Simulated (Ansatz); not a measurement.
```xyz
14

C    -1.931   -0.766   -0.625
O    -0.931   -1.650   -0.171
Si    0.268   -1.176    0.855
Si    1.627    0.514   -0.050
N     0.675    1.947   -0.241
H    -2.548   -1.296   -1.352
H    -2.573   -0.437    0.200
H    -1.501    0.120   -1.105
H     1.065   -2.394    1.148
H    -0.321   -0.673    2.137
H     2.837    0.657    0.823
H     2.125    0.143   -1.403
H     1.055    2.720   -0.766
H     0.152    2.290    0.550
```

Total charge 0; spin multiplicity 1.

Question: List the PBE0/def2-TZVPP orbital energies in eV (Ansatz 0.2.0). (An estimate is asked.)

Answer: Ansatz gave: Occupied: -1802.75, -1802.49, -522.58, -390.95, -279.33, -145.02, -144.79, -99.70, -99.67, -99.66, -99.46, -99.44, -99.44, -28.33, -23.85, -19.21, -15.58, -14.43, -13.83, -12.72, -12.65, -12.22, -11.18, -9.85, -9.67, -9.15, -8.56, -7.91, -7.10. Lowest empty: -0.16, 0.09, 1.26, 1.47, 1.90, 2.03, 2.24, 2.52.
